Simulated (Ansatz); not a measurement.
| atom | x (Å) | y (Å) | z (Å) |
| --- | --- | --- | --- |
| C | 0.0096 | 0.4861 | -0.3233 |
| H | -0.0090 | 1.4919 | 0.1928 |
| O | 0.0086 | -0.5464 | 0.2215 |

Basis set: cc-pVDZ (spherical functions). Left uncorrelated: 2 orbitals. Charge 0, multiplicity 2.

Computed with Ansatz (development build ahead of 0.2.0); each method stands on the lowest determinant of its kind that the runs found.

**Question.** Give the atomization energy at this shape (free ground-state atoms in the same class of orbitals less the molecule, no zero-point energy) of doublet CHO by UHF-MP2, UHF.

**Answer.**

```tsv
method	atomization energy
UHF-MP2	264.64 kcal/mol
UHF	176.60 kcal/mol
```
